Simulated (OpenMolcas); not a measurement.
Consider [Cu2(μ-F)2(F)4]2-, a planar model complex in vacuum (2 bridging F, bridge angle 90°, metal-metal distance 2.72 Å, Cu–F 1.92 Å; typed geometry, not optimised).

```xyz
8

Cu    -1.3591     0.0000     0.0000
Cu     1.3591     0.0000     0.0000
F      0.0000     1.3591     0.0000
F      0.0000    -1.3591     0.0000
F     -2.6955     1.3364     0.0000
F     -2.6955    -1.3364     0.0000
F      2.6955     1.3364     0.0000
F      2.6955    -1.3364     0.0000
```

Task: Give the energies of the total-spin states at CASSCF(2,2) on the singly occupied d orbitals (ANO-RCC-VDZP, scalar-relativistic DKH2, RICD, no spin-orbit coupling, OpenMolcas), and the exchange constant.

Result: Local spins 1/2 and 1/2.

```tsv
total S	E (cm⁻¹)	natural occupations, lowest and highest
1	0.0	1.000, 1.000
0	13.3	0.990, 1.010
```

J = 6.6 cm⁻¹ (ferromagnetic).

J is defined by H = −2J S1·S2, so negative values are antiferromagnetic. Wave-function values come from the highest and lowest total spin; broken-symmetry values use Yamaguchi's formula with the computed ⟨S²⟩. The active space holds the singly occupied metal orbitals alone, without bridging-ligand orbitals. No row is a measured value.
